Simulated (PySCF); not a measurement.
B(OEt)(NH2)2, SMILES NB(N)OCC (C₂H₉BN₂O) at its GFN2-xTB optimised geometry (Å):

```
15

B     -1.2135     0.0037     0.0000
O      0.1616     0.0037     0.0000
C      0.9175     1.1858    -0.0016
C      2.4006     0.8332     0.0091
H      0.6858     1.7838    -0.8963
H      0.6753     1.7934     0.8837
H      2.6452     0.2390    -0.8672
H      3.0006     1.7396     0.0063
H      2.6354     0.2511     0.8961
N     -1.8317    -1.2649    -0.0001
H     -1.2916    -2.1084     0.0044
H     -2.8226    -1.4090     0.0056
N     -1.9987     1.1822     0.0000
H     -3.0006     1.1655    -0.0024
H     -1.6161     2.1084    -0.0054
```

Computed with CAM-B3LYP/def2-TZVP (PySCF 2.14.0).

Map of the electrostatic potential (hartree/e), clipped to [-0.08, 0.12] on the plane z = 0.8 Å:

```
|333333333333333333333333333|
|333333333443333333333333333|
|333333444444443333333333333|
|333334444444444333333333333|
|333444444444444433333333333|
|334444444444444444333333333|
|344444445555444444444433333|
|444444445665557754444443333|
|444444445665589995456543333|
|444455557754599997677543333|
|444567679954589999998533333|
|444556669887679999999533333|
|444455446999889878999733333|
|444444446999998435999633333|
|444444445999642112587433333|
|444455546876310002333333333|
|444456669963210011223333333|
|444456657854321112223333333|
|444445544565432222223333333|
|344444434565433222233333333|
|334444434454433322333333333|
|333333334444433333333333333|
|333333333443333333333333333|
|333333333333333333333333333|
|333333333333333333333333333|
|333333333333333333333333333|
|333333333333333333333333333|
```
Scale: ten equal steps from -0.067 (start of '0') to 0.120 (end of '9'), in the order '0123456789'; x runs from -5.50 to 5.50, y from -5.50 (bottom) to 5.50 (top).
